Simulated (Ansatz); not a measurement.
Ansatz (a program for electronic structure) input (CCSD(T)/def2-QZVPPD):
A basis named .json is the Basis Set Exchange file of that set.

Ansatz 0.2 input:
```yaml
crystal:
  periodic: [false, false, false]
  atoms:
    - {symbol: B, position_ang: [-0.25093035, -0.58363166, -0.60064539]}
    - {symbol: O, position_ang: [0.04786418, 0.26847182, 0.32810798]}
    - {symbol: H, position_ang: [0.87173832, 0.77038378, 0.37836311]}
basis:
  gaussian:
    orbitals: def2-QZVPPD.json
total_charge: 1
magnetization: {spin_polarized: true, initial_magnetization: 1}
correlation: {method: ccsd_t, electrons: outside_noble_gas}
```

End of the output:

```
integrals: 0.73 GiB planned
961 factors; integrals over basis functions are off by at most 8.7e-4 eV
mean field: 0.40 GiB planned
mean field evaluation 1: about -2707.2386 eV, gradient 5.2e1 eV
mean field evaluation 2: about -2707.2393 eV, gradient 5.2e1 eV
mean field evaluation 4: about -2716.3802 eV, gradient 3.6e0 eV
mean field evaluation 8: about -2716.5248 eV, gradient 2.4e-1 eV
mean field evaluation 16: about -2716.5022 eV, gradient 1.1e0 eV
mean field evaluation 32: about -2711.9319 eV, gradient 1.1e-2 eV
mean field evaluation 64: about -2712.0933 eV, gradient 1.2e1 eV
mean field evaluation 96: about -2708.6400 eV, gradient 1.6e0 eV
mean field evaluation 128: about -2708.1012 eV, gradient 3.0e0 eV
mean field -2716.52652059 eV, -99.8305083041 hartree, gradient 3.6e-6 eV, S^2 0.757306; 0 other end points of the search recorded, 0 dependent functions left out
2 core orbitals not correlated
reference -2716.52652059 eV, -99.8305083041 hartree; 5, 4 occupied and 155, 156 virtual orbitals, 961 factors
second order -8.22995641 eV of doubles, -0.00000000 eV of singles
coupled cluster: 1.87 GiB planned
cycle   1  -8.02900291 eV  change    2.0e-1 eV  update   7.3e-2
cycle   2  -8.23386544 eV  change   -2.0e-1 eV  update   2.5e-2
cycle   3  -8.30261868 eV  change   -6.9e-2 eV  update   1.6e-2
cycle   4  -8.29371598 eV  change    8.9e-3 eV  update   4.7e-3
cycle   5  -8.29315660 eV  change    5.6e-4 eV  update   2.3e-3
cycle   6  -8.29406109 eV  change   -9.0e-4 eV  update   8.6e-4
cycle   7  -8.29418792 eV  change   -1.3e-4 eV  update   4.3e-4
cycle   8  -8.29432087 eV  change   -1.3e-4 eV  update   1.2e-4
cycle   9  -8.29433068 eV  change   -9.8e-6 eV  update   4.4e-5
cycle  10  -8.29431339 eV  change    1.7e-5 eV  update   1.8e-5
cycle  11  -8.29432692 eV  change   -1.4e-5 eV  update   1.0e-5
cycle  12  -8.29432192 eV  change    5.0e-6 eV  update   4.7e-6
perturbative correction -0.35267041 eV, -0.0129603987 hartree
Total energy: -2725.17351293 eV, -100.1482794112 hartree
```

This state (charge 1, doublet) is run at the relaxed geometry of the species with charge 0 and multiplicity 1.
